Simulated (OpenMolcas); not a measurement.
Ni⁷⁺.

```yaml
Program: OpenMolcas
Method: CASSCF
Basis: ANO-R1 [5s4p2d1f]
Scalar_Hamiltonian: X2C, finite nucleus
Active_space: 3 electrons in 5 orbitals (3d)
State_averaging: 2S+1 = 4 even, 10 roots; 2S+1 = 2 even, 40 roots
Spin-orbit_coupling: state interaction with AMFI integrals over the reference wave functions, term energies averaged over their components
```

Levels without dynamic correlation, in cm⁻¹ above 3d³ ⁴F_3/2:

```
        Level       E
   3d³ ²G_7/2   28956
   3d³ ⁴P_1/2   27928
   3d³ ²P_1/2   38089
   3d³ ²H_9/2   38359
3d³ ²D_5/2(1)   42591
   3d³ ²F_7/2   64990
3d³ ²D_5/2(2)  101205
```

On this reference, MS-CASPT2, IPEA 0.25 Eh, imaginary shift 0.1 Eh (closed shells correlated: 3s 3p) puts 3d³ ²G_7/2 at 27070 cm⁻¹.

Problem. Estimate the other levels at that method by one scale factor, and say how well it serves.

Solution. The factor is 27070 / 28956 = 0.935. Scaled values beside those that MS-CASPT2 gives and measured ones (Corliss and Sugar, J. Phys. Chem. Ref. Data 10, 197 (1981)):
| Level | Scaled | MS-CASPT2 | Miss (%) | Measured |
| --- | --- | --- | --- | --- |
| 3d³ ⁴P_1/2 | 26113 | 24500 | +6.6 | 23261 |
| 3d³ ²P_1/2 | 35613 | 34730 | +2.5 |  |
| 3d³ ²H_9/2 | 35866 | 37970 | -5.5 |  |
| 3d³ ²D_5/2(1) | 39823 | 37620 | +5.9 |  |
| 3d³ ²F_7/2 | 60766 | 60270 | +0.8 |  |
| 3d³ ²D_5/2(2) | 94627 | 93450 | +1.3 |  |
For these levels the scaled values miss MS-CASPT2 by up to 6.6 %, as correlation changes each term by its own factor, spin-orbit parts do not scale and CASPT2 has its own spread within terms. This holds within one configuration; levels of others move differently, and the target method has errors of its own against measurement.

CASPT2 does not keep the components of a term degenerate, so their means are used; among the terms shown or strongly mixed into the levels shown the widest spread is 810 cm-1 (3d³ ⁴F, MS-CASPT2). The basis is small and was not contracted for so high a charge. Without dynamic correlation excited terms often stand tens of per cent too high (terms of higher spin than the ground term too low), and those without a measured partner can miss by more than the paired ones (holds for CASSCF). Measured partners are found by configuration, term and J. A level has none where our copy of the source lacks it or the pairing is in doubt (some pairs that miss far off the trend of their configuration count as doubtful), and it then counts in no deviation. Levels of configurations outside the active space are missing.

A number in round brackets counts repeated terms of one configuration in the order of the reference energies.
